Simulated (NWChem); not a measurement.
# CH₅NOSi₂; SMILES O[Si@H]1N=C[SiH2]1

```xyz
10

O     -0.4535    -1.9819    -0.7830
Si     0.0291    -0.7991     0.2757
N      1.5522     0.0592    -0.1551
C      1.1673     1.2855    -0.2203
Si    -0.7518     1.3792    -0.0356
H     -0.1453    -2.8780    -0.6168
H      0.1640    -1.3778     1.6484
H      1.9108     2.0904    -0.3869
H     -1.4424     1.7014    -1.3235
H     -1.3240     2.2557     1.0365
```
Atoms are numbered in this order, from 1.

Program: NWChem. Pople sets run with spherical d functions. Coordinates come from a PBE0/def2-SVP optimisation. GIAO values for the isolated, static molecule; σ is the absolute isotropic shielding, δ = σ(reference) − σ with the isolated reference molecule computed at the same levels (13C: tetramethylsilane, 1H: tetramethylsilane, 17O: water, 29Si: tetramethylsilane).

For level PBE/pcSseg-1:

- δ O1 (ppm): 66.8
- δ Si2 (ppm): -3.4
- δ Si5 (ppm): -23.8
- δ H6 (ppm): 2.45
- δ H9 (ppm): 5.56

Problem. Estimate the same quantities for level B3LYP/6-311G**.

Solution. 
| Quantity | Result |
|---|---|
| δ O1 (ppm) | 62.4 |
| δ Si2 (ppm) | 2.7 |
| δ Si5 (ppm) | -20.7 |
| δ H6 (ppm) | 2.24 |
| δ H9 (ppm) | 5.37 |
